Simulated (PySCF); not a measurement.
Species: SiHMe2(NMe2), C4H13NSi.
Structure used (PBE0-D3(BJ)/def2-SVP), in Å, numbered top down from 1:
```
atom  x, y, z in Å
Si1    0.2622    0.6633    0.6122
H2     0.0945    0.7234    2.1007
C3     2.1052    0.5336    0.2417
H4     2.5320   -0.3743    0.6968
H5     2.6599    1.3998    0.6374
H6     2.2864    0.4819   -0.8442
C7    -0.4313    2.2137   -0.1862
H8     0.0216    3.1052    0.2758
H9    -1.5220    2.2765   -0.0532
H10   -0.2093    2.2556   -1.2646
N11   -0.6547   -0.7267    0.0883
C12   -0.6063   -1.9531    0.8392
C13   -1.0979   -0.8930   -1.2697
H14   -1.5950   -2.4509    0.8509
H15   -0.3274   -1.7554    1.8863
H16    0.1207   -2.6885    0.4332
H17   -1.1963    0.0797   -1.7744
H18   -0.4132   -1.5181   -1.8816
H19   -2.0918   -1.3793   -1.3042
```

Computed at PBE0/pcSseg-1 (PySCF, non-relativistic), with Q(14N) = 0.02044 b: N11, 14N (I = 1): χzz = -5.609 MHz, η = 0.364.

Find the zero-field quadrupole resonance frequencies of 14N at N11.

From ν± = (3/4)|χ|(1 ± η/3) and ν0 = |χ|η/2: ν+ 4.717 MHz, ν− 3.697 MHz, ν0 1.020 MHz (nitrogen bonded to 2 C and Si).

In a crystal, neighbours and librations shift these lines. One conformer (not necessarily the lowest) at the PBE0-D3(BJ)/def2-SVP geometry, without solvent, vibrations or thermal averaging. These gradients aren't converged with respect to the basis.
